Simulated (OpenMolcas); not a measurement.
**Ti2+: the spin-orbit constant, Racah parameters, worked from levels**

| Item | Value |
| --- | --- |
| Program | OpenMolcas |
| Basis | ANO-R2 [6s5p4d2f1g] |
| Scalar Hamiltonian | X2C, finite nucleus |
| Active space | 2 electrons in 5 orbitals (3d) |
| State averaging | 2S+1 = 3 even, 10 roots; 2S+1 = 1 even, 15 roots |
| Spin-orbit coupling | RASSI with atomic mean-field integrals over the reference wave functions, term energies averaged over their components |

Methods: CASSCF; SS-CASPT2, IPEA 0.25 Eh, imaginary shift 0.1 Eh (closed shells correlated: 3s 3p). Measured levels: Corliss and Sugar, J. Phys. Chem. Ref. Data 8, 1 (1979).

**The spin-orbit constant.** For the Hund term ³F of d2, E(J) = (A/2) J(J+1) + constant and ζ = 2S·A = 2A. From J = 2 to J = 4 the energy changes by 7 A.

```tsv
Source	E(4) - E(2)	A	ζ
CASSCF	431.4	61.6	123
SS-CASPT2	432.6	61.8	124
measured	420.4	60.1	120
```

All in cm-1. SS-CASPT2 is off by +2.9 % and CASSCF by +2.6 %. Both methods take the spin-orbit matrix elements from the reference wave functions, so the second can move ζ only through the term energies and any multistate remixing. Second-order mixing with other terms is absorbed into this ζ.

**Racah parameters.** Above ³F, d2 has ³P at 15B, ¹G at 12B + 2C and ¹D at 5B + 2C. The first two fix B and C, and the third tests them; where it misses by thousands of cm-1, two parameters do not describe the configuration (Trees and configuration-interaction terms are left out) and B and C hang on the terms chosen. Term energies are centres of gravity, weighted by 2J + 1.

```csv
Source,³P,¹G,B,C,C/B,"¹D from B, C",¹D found
CASSCF,13387,17143,892,3217,3.61,10894,11041
SS-CASPT2,11011,14543,734,2867,3.91,9404,7647
measured,10420,14156,695,2910,4.19,9295,8232
```

Energies in cm-1. From CASSCF to SS-CASPT2, B changes by -17.7 % and C by -10.9 %. Against the measured terms, SS-CASPT2 has B off by +5.6 % and C by -1.5 %.

CASPT2 does not keep the components of a term degenerate, so their means are used; among the terms shown or strongly mixed into the levels shown the widest spread is 800 cm-1 (3d² ¹G, SS-CASPT2). Without dynamic correlation excited terms often stand tens of per cent too high (terms of higher spin than the ground term too low), and those without a measured partner can miss by more than the paired ones (holds for CASSCF). Measured partners are found by configuration, term and J. A level has none where our copy of the source lacks it or the pairing is in doubt (some pairs that miss far off the trend of their configuration count as doubtful), and it then counts in no deviation. Only configurations of the active space appear.
